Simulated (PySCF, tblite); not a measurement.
Isomers of C6H10FNSi2, one GFN2-xTB conformer each. Single-point energies are computed at PBE0/pcSseg-1 (PySCF, gas phase, no added dispersion term), electronic only.

```
                               SMILES  GFN2-xTB relative energy (kJ/mol)
N#C[C@@H]1[SiH2][C@H]([SiH3])C/C1=C/F                              101.7
    C=C/C(=C/[C@H]([SiH3])C#N)[SiH2]F                                0.0
```

Conformers: `[N:1]#[C:2][C@@H:3]1[SiH2:4][C@H:5]([SiH3:6])[CH2:7]/[C:8]1=[CH:9]/[F:10]` with C2–C3–Si4–C5 -106°, C3–Si4–C5–Si6 140°, Si4–C5–C7–C8 -37°, C5–C7–C8–C9 -126°; `[CH2:1]=[CH:2]/[C:3](=[CH:4]/[C@H:5]([SiH3:6])[C:7]#[N:8])[SiH2:9][F:10]` with C1–C2–C3–C4 176°, C3–C4–C5–Si6 -92°, C2–C3–Si9–F10 -173°.

What does PBE0/pcSseg-1 give for the same structures?

```json
{"SMILES": "C=C/C(=C/[C@H]([SiH3])C#N)[SiH2]F", "PBE0/pcSseg-1 E (Eh)": "-967.47289", "PBE0/pcSseg-1 (kJ/mol)": "0.0", "GFN2-xTB (kJ/mol)": "0.0", "point group": "C1"}
{"SMILES": "N#C[C@@H]1[SiH2][C@H]([SiH3])C/C1=C/F", "PBE0/pcSseg-1 E (Eh)": "-967.44492", "PBE0/pcSseg-1 (kJ/mol)": "73.4", "GFN2-xTB (kJ/mol)": "101.7", "point group": "C1"}
```

Both levels put the same isomer lowest. As drawn, the lower has an Si–F bond, which the higher lacks.

Which frontier levels, dipoles and rotational constants go with these structures?

| SMILES | HOMO (eV, PBE0/pcSseg-1) | LUMO (eV) | dipole (D) | A, B, C (MHz) |
| --- | --- | --- | --- | --- |
| C=C/C(=C/[C@H]([SiH3])C#N)[SiH2]F | -7.18 | -1.62 | 4.20 | 1293, 607.2, 504.5 |
| N#C[C@@H]1[SiH2][C@H]([SiH3])C/C1=C/F | -7.65 | -0.46 | 4.66 | 1381, 639.8, 537.4 |

What happens when harmonic zero-point energies from GFN2-xTB frequencies are added?

```json
{"SMILES": "C=C/C(=C/[C@H]([SiH3])C#N)[SiH2]F", "ZPE (kJ/mol)": "349.7", "electronic (kJ/mol)": "0.0", "with ZPE (kJ/mol)": "0.0"}
{"SMILES": "N#C[C@@H]1[SiH2][C@H]([SiH3])C/C1=C/F", "ZPE (kJ/mol)": "355.5", "electronic (kJ/mol)": "73.4", "with ZPE (kJ/mol)": "79.3"}
```

The zero-point energies span 5.8 kJ/mol. The order is unchanged.
